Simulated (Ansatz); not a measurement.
Relaxation of Cl₂H₄O₂Zr (9 atoms, charge 0, multiplicity 1), to a largest force component of 0.03 eV/Å in at most 50 steps.

These are results of Ansatz, RKS PBE-D4/def2-SVP, not measurements.

```xyz
9
Properties=species:S:1:pos:R:3:forces:R:3
Zr 0.471 0.288 -0.599 -0.08 -0.01 -0.11
O -0.694 -0.229 2.409 0.40 0.21 -0.26
H -1.372 0.451 2.585 0.01 -0.01 -0.02
Cl 2.019 0.105 -2.367 -0.02 0.00 0.02
Cl -1.241 1.897 -0.817 -0.01 -0.01 0.01
O -0.197 -1.408 -0.040 -0.03 0.01 0.07
H -0.616 -1.314 0.862 -0.05 -0.07 0.06
H 1.335 0.826 0.953 0.15 0.08 0.15
H 0.146 0.294 2.284 -0.37 -0.22 0.10
```

**Question.** Where does it end, and by what steps?

**Answer.** The forces met the threshold. After 19 steps the energy has fallen by 0.484 eV; H7 moved furthest, 1.63 Å. Joined: Zr1–O2 (3.27 → 2.36 Å).

| step | energy less start (eV) | largest force component (eV/Å) | accepted |
| --- | --- | --- | --- |
| 0 | 0.0000 | 0.397 | yes |
| 1 | -0.0213 | 0.826 | yes |
| 2 | -0.0618 | 0.768 | yes |
| 3 | -0.1311 | 1.132 | yes |
| 4 | -0.1303 | 1.322 | no |
| 5 | -0.2186 | 0.818 | yes |
| 6 | -0.2739 | 0.461 | yes |
| 7 | -0.3214 | 0.449 | yes |
| 8 | -0.3498 | 0.828 | yes |
| 9 | -0.3819 | 0.624 | yes |
| 10 | -0.4139 | 0.353 | yes |
| 11 | -0.4246 | 0.213 | yes |
| 12 | -0.4399 | 0.450 | yes |
| 13 | -0.4414 | 0.829 | yes |
| 14 | -0.4743 | 0.083 | yes |
| 15 | -0.4773 | 0.350 | yes |
| 16 | -0.4805 | 0.114 | yes |
| 17 | -0.4809 | 0.386 | yes |
| 18 | -0.4836 | 0.066 | yes |
| 19 | -0.4844 | 0.026 | yes |

```xyz
9
Properties=species:S:1:pos:R:3
Zr 0.256 0.110 -0.074
O -0.582 0.508 2.095
H -1.154 1.302 2.011
Cl 1.588 0.359 -2.009
Cl -1.457 1.783 -0.434
O -0.175 -1.738 0.041
H -0.508 -2.639 -0.076
H 1.692 0.451 1.084
H 0.191 0.774 2.633
```

Whether the end is a true minimum wasn't checked by a vibrational analysis.

Run time: 34 s on 4 threads of Arm Neoverse V1, with other jobs on the host, peak memory 0.18 GiB.
